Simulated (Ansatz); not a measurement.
Calculated with Ansatz (gas phase, PBE0-D4/def2-TZVP geometries, no zero-point term in ΔE). CCSD(T)/CBS adds triple-zeta CCSD(T) − MP2 to the extrapolated MP2 energy (def2 sets, frozen cores). This one scheme is used for every species, atoms too. Functionals use def2-TZVPP. Open shells (•) are unrestricted, without spin–orbit coupling. Spin–orbit coupling would lower the free atoms: a little for C, O; clearly for Ge. Bonds to Ge are less sure, by a few kJ/mol each and by 10 to 20 or more in all where they break to atoms, as the def2 sets lack core-valence functions. Scalar relativity is left out up to krypton. Each species was taken in one conformer, which may not be the lowest.

Reaction (atomization): `C[CH2][Ge][O]C` → 3 C• + Ge• + 8 H• + O•

```tsv
level	ΔE (kcal/mol)
r2SCANh-D4	1155.6
PBE-QIDH	1152.8
r2SCANh	1154.0
HF/def2-TZVPP	846.1
```

Question: What does CCSD(T)/CBS give? (Estimate.)

Answer: The calculation gave: +1162.8 kcal/mol. The listed levels differ from it by -7.2, -10.0, -8.8, -316.7 kcal/mol.

Largest T1 diagnostic among the species: 0.014.

From PBE to PBE0 (25 % exact exchange), in def2-TZVPP and without D4, ΔE moves by −19.9 kcal/mol: exact exchange takes away binding that semilocal exchange gives to molecules. Leaving LDA and LC-ωPBE aside and taking each functional with its dispersion term where it has one, the values, not all of them listed here, spread over 54.7 kcal/mol, from BHLYP-D4 to PBE-D4. LDA lies +149.7 kcal/mol from PBE without D4, its usual overbinding. At CCSD(T), def2-SVP lies −58.0 kcal/mol from the extrapolated value and def2-TZVPP −27.7 kcal/mol: correlation converges slowly with the basis, and small sets miss more of it in the bonded molecule than in its fragments.

For atomizations the MP2-based limit and the directly extrapolated one differ by several kJ/mol either way, and by 10 to 25 for some Ge, Se and Sn compounds, so smaller differences from it don't rank the levels.
